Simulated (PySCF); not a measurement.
**Working out the ionisation energy of F²⁺**

F²⁺ [He] 2s2 2p3 (4S) → F³⁺ [He] 2s2 2p2 (3P). Calculation: PySCF 2.14, in x2c-TZVPPall (5s3p2d1f, 31 functions); scalar relativity by spin-free X2C-1e. Frozen: nothing. Energies in hartree (1 hartree = 27.21139 eV):

| part | F²⁺ (lower) | F³⁺ (upper) |
| --- | --- | --- |
| UHF | -97.696808 | -95.409225 |
| MP2 opposite-spin | -0.085657 | -0.080085 |
| MP2 same-spin | -0.029438 | -0.013553 |

Problem. What does Hartree-Fock give?

Solution. (-95.409225) − (-97.696808) = 2.287583 hartree = 62.248 eV.

Problem. What do MP2 and SCS-MP2 (6/5 opposite-spin, 1/3 same-spin) give?

Solution. The opposite-spin parts differ by 0.152 eV and the same-spin parts by 0.432 eV. MP2: 62.248 + (0.152) + (0.432) = 62.832 eV. SCS-MP2: 62.248 + 1.2 × (0.152) + (0.432)/3 = 62.574 eV.

A first-order spin-orbit estimate adds -0.055 eV to MP2 (valence and next inner shell), giving 62.777 eV against 62.708 eV (semi-empirical (NIST evaluation); NIST Atomic Spectra Database, ionization energies).

What remains against the reference includes basis incompleteness and correlation beyond second order.
